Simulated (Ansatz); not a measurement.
Isolated molecules relaxed with PBE0-D4/def2-TZVP in Ansatz; ΔE leaves out vibrations. CBS: MP2 limit from def2 TZ/QZ plus the TZ coupled-cluster correction, frozen cores. This one scheme is used for every species. DFT in def2-TZVPP. B3LYP here is the variant with VWN-RPA as its local correlation; programs differ in this. Elements past krypton have def2 core potentials. For Br, Sn outer-core shells are correlated without core-valence functions, which leaves a few kJ/mol of doubt a bond. Scalar relativity is left out up to krypton. Each species was taken in one conformer, which may not be the lowest.

`C[CH2][SnH]([F])[Cl]` + HBr → `[F][SnH]([Cl])[Br]` + `CC`  (ligand exchange at the Sn–C bond)

CCSD(T)/CBS gives -103.3 kJ/mol.

Another level gave -108.5 kJ/mol. Which?
A. HF/def2-TZVPP
B. MP2/def2-TZVPP
C. B3LYP/def2-TZVPP
D. B2PLYP/def2-TZVPP

D. B2PLYP -108.5, B3LYP -112.6, HF/def2-TZVPP -128.1, MP2/def2-TZVPP -97.6 kJ/mol.

Largest T1 diagnostic among the species: 0.012.

The D4 term adds +4.9 kJ/mol with B3LYP and +3.0 kJ/mol with PBE0; it sums over pairs of atoms, weighted by their polarisabilities, and B3LYP, whose exchange is more repulsive, gets the larger term. In def2-TZVPP, CCSD(T) changes the Hartree–Fock value by +31.5 kJ/mol (the triples alone add +2.5 kJ/mol) and MP2 by +30.6 kJ/mol. From PBE to PBE0 (25 % exact exchange), in def2-TZVPP and without D4, ΔE moves by −3.4 kJ/mol.
